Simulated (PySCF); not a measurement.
C3H2Br2, SMILES BrC=C=CBr.

Geometry: B3LYP-D3(BJ)/def2-SVP.

Level of theory: SMD-B3LYP/def2-SVP (PySCF).

Solvation free energies are E(SMD) − E(gas) at the gas-phase geometry, for 1 M in both phases. Bromine has the revised SMD18 radius of 2.60 Å. In vacuum the dipole moment is 1.19 D.

Computed solvation free energies in water, toluene, cyclohexanone:
```json
[
 {"solvent": "water", "ΔG(solv) (kcal/mol)": "-1.5", "its non-electrostatic (CDS) part": "1.5", "dipole (D)": "1.69"},
 {"solvent": "toluene", "ΔG(solv) (kcal/mol)": "-5.6", "its non-electrostatic (CDS) part": "-4.2", "dipole (D)": "1.41"},
 {"solvent": "cyclohexanone", "ΔG(solv) (kcal/mol)": "-5.3", "its non-electrostatic (CDS) part": "-2.5", "dipole (D)": "1.65"}
]
```
